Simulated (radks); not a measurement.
Question: Excited configurations of the copper ion Cu3+: one electron is placed in a higher orbital outside [Ar] 3d7. The ground configuration is [Ar] 3d8. Calculated with a radial shooting solver on a logarithmic mesh with Libxc functionals: scalar-relativistic Kohn-Sham, BLYP, spin-polarised, spherical densities, point nucleus; open shells are filled with parallel spins first. Excitation = E - E(ground); binding = E(ion) - E, where the ion is the core of charge +4; n* = 4/sqrt(2 binding) in atomic units, and the quantum defect is n - n*.

outer orbital  excitation (eV)  binding (eV)     n*  quantum defect  eigenvalue (eV)  <r> (bohr)
4s                      14.390        43.596  2.235           1.765          -38.293       1.979
4p                      23.511        34.475  2.513           1.487          -29.878       2.254
4d                      35.887        22.099  3.139           0.861          -18.837       3.030
4f                      43.957        14.029  3.939           0.061          -11.823       4.259
5s                      37.125        20.861  3.230           1.770          -18.638       4.023
5p                      40.227        17.759  3.501           1.499          -15.748       4.504
5d                      44.891        13.095  4.077           0.923          -11.454       5.671
6p                      47.043        10.943  4.460           1.540           -9.778       7.411
7p                      50.514         7.472  5.398           1.602           -6.691       10.99
7d                      51.810         6.176  5.937           1.063           -5.512       12.92
7f                      52.994         4.992  6.604           0.396           -4.423       15.43

Estimate the row for 5f.

Answer: excitation (eV) 48.597; binding (eV) 9.389; n* 4.815; quantum defect 0.185; eigenvalue (eV) -8.114; <r> (bohr) 7.309. The Delta-SCF ionisation energy is 57.986 eV (NIST Atomic Spectra Database: 57.38 eV, semi-empirical). Self-interaction in the functional shifts the binding energies and quantum defects, so they are the method's values and not measured ones. Open shells are spherical and high-spin; term and fine-structure splittings are not resolved.
